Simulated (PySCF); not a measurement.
Electronic absorption of C7H9P

Compound: C₇H₉P.
Z-matrix (Å and degrees, GFN2-xTB geometry), rows numbered from 1:
```
C 
C   1  1.3253
C   2  1.4599  1  123.93
C   3  1.5063  2  120.74  1  -154.57
P   4  1.8475  3   67.54  2  -111.50
C   5  1.7636  3   99.67  4   -92.29
C   6  1.2059  5  171.28  3  -161.26
C   7  1.4452  6  176.60  5  -177.14
H   1  1.0778  2  121.73  3     0.44
H   1  1.0758  2  121.80  3  -179.86
H   2  1.0822  1  120.40  3   179.21
H   3  1.0873  2  114.27  1    -9.17
H   4  1.0825  3  117.15  5   110.03
H   4  1.0828  3  116.89  5  -110.04
H   8  1.0904  7  110.30  3    26.73
H   8  1.0902  7  109.91 15   120.08
H   8  1.0900  7  109.88 15  -120.07
```

Method: TDDFT CAM-B3LYP/def2-SVPD, vertical, gas phase, core orbitals frozen in the response (PySCF).

Question: What does the calculation give for the low-lying excited states?

Answer: 

```csv
state,λ (nm),E (eV),f,|μ| (D),"main configurations (H = HOMO, L = LUMO)"
S1,229.1,5.41,0.120,2.42,"H→L (57%), H-1→L (15%)"
S2,221.1,5.61,0.051,1.55,"H-1→L (58%), H→L (12%)"
S3,217.3,5.71,0.063,1.71,"H→L+2 (44%), H→L+1 (11%), H-1→L+2 (10%)"
S4,199.1,6.23,0.310,3.62,"H→L+3 (19%), H→L (18%), H-1→L+2 (18%)"
S5,190.7,6.50,0.0050,0.45,"H→L+1 (25%), H-2→L (23%), H→L+3 (22%)"
S6,189.0,6.56,0.015,0.77,"H→L+1 (37%), H→L+2 (20%), H→L+3 (16%)"
S7,186.3,6.66,0.055,1.48,"H→L+3 (24%), H-1→L+3 (17%), H-1→L (12%)"
S8,182.7,6.79,0.012,0.68,"H-1→L+1 (31%), H-1→L+3 (11%), H-2→L+2 (11%)"
```

Triplets, Tamm–Dancoff:

```tsv
state	E (eV)	λ (nm)	main configurations (H = HOMO, L = LUMO)
T1	3.93	315.7	H→L (69%)
T2	4.66	265.9	H-1→L (22%), H→L+3 (18%), H-2→L (16%)
T3	4.87	254.6	H-1→L (41%), H→L+3 (11%), H-2→L (9%)
```

The lowest singlet lies at 5.41 eV (229 nm, ultraviolet) and is of moderate strength; its leading configuration is HOMO→LUMO (57%). The most intense listed level is S4 at 6.23 eV (199 nm, f = 0.310), 0.82 eV above S1. Löwdin shares by element: HOMO carbon 46% or more, phosphorus 23% (atoms not listed hold the other 31%); LUMO carbon 36% or more, phosphorus 27% (atoms not listed hold the other 37%). Of the 8 states listed, 7 reach f = 0.01 and none stays under 0.0005. The oscillator strengths of these states sum to 0.631; summed over the whole spectrum of an exact calculation they would give the number of electrons, 66 (Thomas–Reiche–Kuhn). Orbital energies (eV): HOMO-3 -10.10, HOMO-2 -9.09, HOMO-1 -8.28, HOMO -7.68, LUMO 0.68, LUMO+1 1.26, LUMO+2 1.28. Only the lowest 8 singlets were computed, as vertical energies without vibronic structure.

One conformer stands for the species.
